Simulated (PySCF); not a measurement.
## State search for GeS

Unrestricted PBE0; basis Ge cc-pVTZ-PP with ECP10, S cc-pV(T+d)Z; scalar-relativistic core potentials; PySCF 2.14. Outer shells of the fragments: Ge 3d10 4s2 4p2; S 3s2 3p4.

Followed along the bond (rough minima from three points):

```
2Ms+1    unpaired  ⟨S²⟩ at the start  R at minimum (Å)  Te (eV)
    1        none               0.00              2.02     0.00
    3        π ↑↑               2.01  none in the scan   ≤ 2.63
    5  σ ↑, π ↑↑↑               6.01  none in the scan   ≤ 5.43
```

Solutions found at the starting distance of 2.145 Å, counted from the lowest of them; the search is not exhaustive and high or unbound solutions are not listed, so other states can lie among these:

```
2Ms+1    unpaired   term  E (eV)  ⟨S²⟩  ⟨Lz²⟩  μ (D)
    1        none    ¹Σ⁺    0.00  0.00   0.00  -2.92
    3        π ↑↑  mixed    2.51  2.01   2.02  -0.36
    3        π ↑↑  mixed    2.85  2.01   2.01  -0.53
    1        π ↑↓  mixed    2.90  1.01   2.02  -0.58
    3    σ ↑, π ↑     ³Π    3.00  2.01   1.01  -2.13
    1    σ ↓, π ↑  mixed    3.28  1.02   1.01  -1.96
    5  σ ↑, π ↑↑↑     ⁵Π    5.47  6.01   1.01   0.56
    3    σ ↑, π ↑     ³Π    6.07  2.01   1.02   0.29
    3        σ ↑↑    ³Σ⁺    6.17  2.01   0.00  -0.80
    5      π ↑↑↑↑    ⁵Σ⁺    6.21  6.01   0.00   3.66
    1    σ ↓, π ↑  mixed    6.26  1.01   1.02   0.43
    1  σ ↓, π ↑↑↓  mixed    6.38  2.02   3.03   0.86
    5  σ ↑↑, π ↑↑  mixed    8.42  6.01   2.02   1.18
    5  σ ↑↑, π ↑↑  mixed    8.74  6.01   2.01   1.07
```

A term symbol is given only where ⟨S²⟩ and ⟨Lz²⟩ are close to those of a pure state; real π, δ and φ orbitals otherwise mix terms. A positive dipole means Ge(−)S(+).

The measured ground state is X ¹Σ+ (Huber and Herzberg, Constants of Diatomic Molecules (1979)).

Counting both spins, an empty level lies below a filled one in some of these solutions, because spin and occupation are held.
